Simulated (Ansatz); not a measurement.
Relaxation of CH8AlFN2 (13 atoms, charge 0, multiplicity 1), to a largest force component of 0.03 eV/Å in at most 50 steps.

Method: Ansatz 0.2.0, RKS B3LYP-D4/6-31G*.

```xyz
13
Properties=species:S:1:pos:R:3:forces:R:3
Al -0.075 0.093 0.539 -0.04 0.06 -0.14
F -0.512 0.920 -2.390 -0.55 0.95 0.19
N 0.821 1.496 1.180 0.00 -0.01 0.00
N -1.720 -0.259 1.132 0.02 0.01 0.00
H -0.058 0.123 -2.413 0.57 -0.99 -0.03
C 0.826 -1.193 -0.652 0.02 -0.01 0.01
H 0.458 2.177 1.836 0.00 0.00 -0.01
H 1.725 1.794 0.839 0.00 0.00 0.00
H -2.262 -1.065 0.851 -0.01 0.00 -0.01
H -2.279 0.344 1.723 0.00 0.00 0.00
H 1.349 -1.957 -0.061 0.00 0.01 -0.02
H 0.130 -1.744 -1.300 -0.01 -0.01 -0.01
H 1.595 -0.729 -1.284 0.00 0.00 0.00
```

Where does it end, and by what steps?

It converged. The force dipped under the threshold on the way, but the program's further checks kept it going. After 13 steps the energy has fallen by 0.183 eV; F2 moved furthest, 0.73 Å. Joined: Al1–F2.

```csv
step,energy less start (eV),largest force component (eV/Å),accepted
0,0.0000,0.994,yes
1,-0.0440,0.566,yes
2,-0.0975,0.517,yes
3,-0.1508,0.230,yes
4,-0.1629,0.315,yes
5,-0.1746,0.180,yes
6,-0.1761,0.189,yes
7,-0.1804,0.036,yes
8,-0.1197,1.357,no
9,-0.1814,0.031,yes
10,-0.1820,0.060,yes
11,-0.1825,0.040,yes
12,-0.1829,0.030,yes
13,-0.1831,0.030,yes
```

```xyz
13
Properties=species:S:1:pos:R:3
Al -0.100 0.194 0.268
F -0.554 1.009 -1.666
N 0.806 1.560 0.993
N -1.703 -0.225 0.956
H -0.272 0.216 -2.105
C 0.851 -1.254 -0.710
H 0.533 2.027 1.847
H 1.644 1.985 0.619
H -2.072 -1.166 0.991
H -2.325 0.409 1.439
H 1.034 -2.074 0.000
H 0.319 -1.730 -1.552
H 1.839 -0.949 -1.081
```

Whether the end is a true minimum wasn't checked by a vibrational analysis.

Run time: 69 s on 2 threads of Arm Neoverse N1 (shared host), peak memory 0.2 GiB.
